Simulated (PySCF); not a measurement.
Species: C7H9FO.
SMILES with atom numbers: `[O:1]=[CH:2][C@@:3]12[CH2:4][CH2:5][C@@H:6]1[CH2:7][C@H:8]2[F:9]` (hydrogens: H10 on C2; H11, H12 on C4; H13, H14 on C5; H15 on C6; H16, H17 on C7; H18 on C8)

Torsions of this conformer, `[O:1]=[CH:2][C@@:3]12[CH2:4][CH2:5][C@@H:6]1[CH2:7][C@H:8]2[F:9]`: O1–C2–C3–C4 -7°.

The closed-shell ground state was solved at several levels (PySCF, density fitting, gas phase, non-relativistic). Isolated species at its PBE0-D3(BJ)/def2-SVP geometry (one conformer only).

```json
{"level": "wB97X-D/pcSseg-1", "basis functions": "198", "HOMO (eV)": "-9.24", "LUMO (eV)": "0.97", "gap (eV)": "10.21", "dipole (D)": "3.31"}
{"level": "CAM-B3LYP/def2-SVPD", "basis functions": "258", "HOMO (eV)": "-8.86", "LUMO (eV)": "0.12", "gap (eV)": "8.98", "dipole (D)": "3.47"}
```

(1) Estimate the row for PBE0/pcSseg-1, a basis of 198 functions; the other rows only guide the guess.

(2) Over all these levels, which gives the widest orbital gap and which the narrowest?

(3) How far do the dipole and the HOMO energy spread over the levels?

Answers

(1) HOMO -7.31 eV, LUMO -0.89 eV, gap 6.42 eV, dipole 3.26 D.

(2) wB97X-D/pcSseg-1 (range-separated hybrid) has the widest, 10.21 eV, and PBE0/pcSseg-1 (global hybrid, 25 % exact exchange) the narrowest, 6.42 eV. The two share the basis. From the narrowest to the widest the HOMO moves by -1.93 eV and the LUMO by +1.86 eV.

(3) The dipole runs from 3.26 to 3.47 D (mean 3.35 D) and the HOMO from -9.24 to -7.31 eV.
